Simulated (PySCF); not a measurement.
[GaFH3]- (charge -1).
Bonds: Ga1–F2. Hydrogens: H3, H4, H5 on Ga1.

Theory: PySCF 2.14.0, PBE0-D3(BJ)/def2-SVP geometry optimisation, gas phase.

**Question.** Give the optimised bond lengths and angles.

**Answer.** 
| bond | length (Å) |
| --- | --- |
| Ga1–F2 | 1.829 |
| Ga1–H3, Ga1–H4, Ga1–H5 | 1.625 |

Bonds in one row agree within 0.01 Å and their mean is given. A selection of angles:
| angle | degrees |
| --- | --- |
| F2–Ga1–H3 | 107.2 |
| H3–Ga1–H4 | 111.6 |

Ga1 (gallium bonded to F and 3 H) is tetrahedral (angles from 107.2° to 111.7°).

Point group: C3v (tolerance 0.08 Å). Stationary, but not proved a minimum. The geometry's basis has no diffuse functions, a weakness for an anion.

---

Species: silicon tetrafluoride, SiF₄.
Numbering: `[F:1][Si:2]([F:3])([F:4])[F:5]`

Computed geometry: GFN2-xTB, gas phase.

(1) What internal coordinates does the optimisation give?

Results:

(1) 
```tsv
bond	length (Å)
F1–Si2 and 3 like bonds	1.566
```

Bonds in one row agree within 0.01 Å and their mean is given. A selection of angles:
```tsv
angle	degrees
F1–Si2–F3	109.5
```

All 4 F–Si bonds measure 1.566 Å. Si2 (fluorine-bound silicon) is tetrahedral (angles from 109.4° to 109.5°).

Point group: Td (tolerance 0.08 Å). No frequency check.
